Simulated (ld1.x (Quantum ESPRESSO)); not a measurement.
# vanadium: variants of one TM potential

Base potential:

| Property | Result |
| --- | --- |
| Element | V (Z = 23) |
| Generator | ld1.x (Quantum ESPRESSO) 7.5 |
| Type | norm-conserving Troullier–Martins (Kleinman–Bylander form) |
| Functional | PBE |
| Relativity | scalar-relativistic |
| Frozen core | [Ne] |
| Valence charge | 13 |
| Reference configuration | 3s2 3p6 3d3 4s2 4p0 |
| Partial waves | 3p (bound): rc 0.90 bohr; 3d (bound): rc 2.40 bohr; 3s (bound): rc 1.10 bohr |
| Local potential | the s channel |
| Core correction | none |

Occupied shells without a wave of their own: 4s. They enter only through the test configuration that unscreens the potential.

All-electron outer shells of the reference configuration (PBE, scalar-relativistic, ld1.x):

```json
{"shell": "2s", "level (eV)": "-602.64", "outermost node (bohr)": "0.09", "outermost maximum (bohr)": "0.26"}
{"shell": "2p", "level (eV)": "-503.16", "outermost node (bohr)": "–", "outermost maximum (bohr)": "0.21"}
{"shell": "3s", "level (eV)": "-70.24", "outermost node (bohr)": "0.38", "outermost maximum (bohr)": "0.82"}
{"shell": "3p", "level (eV)": "-44.04", "outermost node (bohr)": "0.35", "outermost maximum (bohr)": "0.84"}
{"shell": "3d", "level (eV)": "-5.16", "outermost node (bohr)": "–", "outermost maximum (bohr)": "0.90"}
{"shell": "4s", "level (eV)": "-4.70", "outermost node (bohr)": "1.17", "outermost maximum (bohr)": "2.76"}
{"shell": "4p", "level (eV)": "-1.44", "outermost node (bohr)": "1.30", "outermost maximum (bohr)": "3.63"}
```

Cutoffs, loose and tight: the cutoffs (Ry, on a coarse ladder) from which the occupation-weighted sum of valence levels, in a spherical-Bessel basis at the reference potential, stays within 10 and 1 mRy of its value at 400 Ry. They do not see the model core or the augmentation charge, which bear on the density cutoff. Test errors are all-electron minus pseudo excitation energies from the reference, over the configurations 3s2 3p6 3d3 4s1 4p0; 3s2 3p6 3d3 4s0 4p0; 3s2 3p6 3d2 4s0 4p0; 3s2 3p6 3d4 4s0 4p0; 3s1 3p6 3d3 4s2 4p0; 3s2 3p6 3d1 4s0 4p0; 3s2 3p6 3d4 4s1 4p0. A dash means not determined; rows that change the core or the reference have their own tests.

| change | outcome | cutoff, loose | cutoff, tight | bound ghosts | largest test error (meV) |
| --- | --- | --- | --- | --- | --- |
| base | generated | 120 Ry | 200 Ry | none | -412 |
| wave 3s (bound): rc 1.10 bohr becomes 3s (bound): rc 0.74 bohr | generated | 230 Ry | 300 Ry | none | +755 |
| wave 3s (bound): rc 1.10 bohr becomes 3s (bound): rc 1.16 bohr | generated | 110 Ry | 200 Ry | none | -607 |
| wave 3s (bound): rc 1.10 bohr becomes 3s (bound): rc 1.40 bohr | generated, misses its reference levels by 0.44 eV | 100 Ry | 180 Ry | none | -2251 |
| wave 3s (bound): rc 1.10 bohr becomes 3s (bound): rc 1.48 bohr | generated, misses its reference levels by 0.57 eV | 100 Ry | 180 Ry | none | -3088 |
| wave 3s (bound): rc 1.10 bohr becomes 3s (bound): rc 1.64 bohr | generated, misses its reference levels by 0.90 eV | 100 Ry | 180 Ry | none | -5389 |

Problem. What comes out with this change to the base: wave 3s (bound): rc 1.10 bohr becomes 3s (bound): rc 0.82 bohr?

Solution. outcome: generated; cutoff, loose: 160 Ry; cutoff, tight: 260 Ry; bound ghosts: none; largest test error (meV): +833.

Problem. What comes out with this change to the base: wave 3s (bound): rc 1.10 bohr becomes 3s (bound): rc 0.96 bohr?

Solution. outcome: generated; cutoff, loose: 140 Ry; cutoff, tight: 230 Ry; bound ghosts: none; largest test error (meV): +751.

Problem. What comes out with this change to the base: wave 3s (bound): rc 1.10 bohr becomes 3s (bound): rc 1.24 bohr?

Solution. outcome: generated, misses its reference levels by 0.21 eV; cutoff, loose: 100 Ry; cutoff, tight: 180 Ry; bound ghosts: none; largest test error (meV): -1038.

Reading the sweep of the s radius (base included, trends over the rows without a ghost): The loose cutoff falls from 230 Ry at 0.74 to 100 Ry at 1.64 bohr. A larger radius leaves more room for a smooth pseudo-wave, so fewer plane waves are needed; a smaller one forces it to follow the all-electron wave where it bends sharply. The median size of the test errors (rows with all tests solved) is not monotonic: lowest 92.2 meV at 0.82 bohr, highest 1768.7 meV at 1.64 bohr.
